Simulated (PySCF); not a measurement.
C₆H₁₄Si₂.
Bonds: Si1–Si2, Si2–C3, C3–C4 (double), C4–C5, C5–C6, C6–C7, C7–C8, C3–C8. Hydrogens: H9, H10, H11 on Si1; H12, H13 on Si2; H14 on C4; H15, H16 on C5; H17, H18 on C6; H19, H20 on C7; H21, H22 on C8.

NICS is the negative of the GIAO shielding at a point without a nucleus: at the ring centre (0) and 1 Å above and below it (1); zz is the component along the ring normal. Level: GIAO PBE0/pcSseg-1 (PySCF, non-relativistic, gas phase) on the GFN2-xTB geometry, one conformer.

Ring bond lengths (Å), with Mayer bond orders in brackets: C3–C4 1.329 (1.90), C4–C5 1.498 (1.04), C5–C6 1.526 (1.04), C6–C7 1.524 (1.03), C7–C8 1.526 (1.05), C8–C3 1.505 (1.01).

Task: Give the NICS values of each ring in ppm.

Result: 
```
             ring                                                    type  NICS(0)  NICS(1), two faces  NICS(1)zz, two faces  rms pucker (Å)  centre to ring atoms, mean (Å)
C3–C4–C5–C6–C7–C8  6-membered carbocycle; formal bonds 1 double, 5 single      0.3         -1.8 / -1.6             3.0 / 2.9            0.21                            1.45
```

Task: What do they say, and how far can they be read as aromaticity?

Result: 
- C3–C4–C5–C6–C7–C8: mean NICS(1)zz 3.0 ppm, near zero. C5, C6, C7, C8 have four or more neighbours; no verdict on aromaticity is drawn.

Task: What is the mean of the two in-plane components of NICS at the first NICS(1) probe listed for ring C3–C4–C5–C6–C7–C8, 1 Å off the ring?

Result: The isotropic value is a third of the trace: (3 × -1.8 − (3.0))/2 = -4.2 ppm.

Task: List the ring angles and the Hirshfeld charges of the ring atoms.

Result: 
- C3–C4–C5–C6–C7–C8: C3 121.0° (-0.095 e), C4 125.0° (-0.042 e), C5 111.6° (-0.068 e), C6 109.5° (-0.067 e), C7 109.6° (-0.067 e), C8 112.3° (-0.072 e); sum 689.2° against 720° for a flat convex ring.
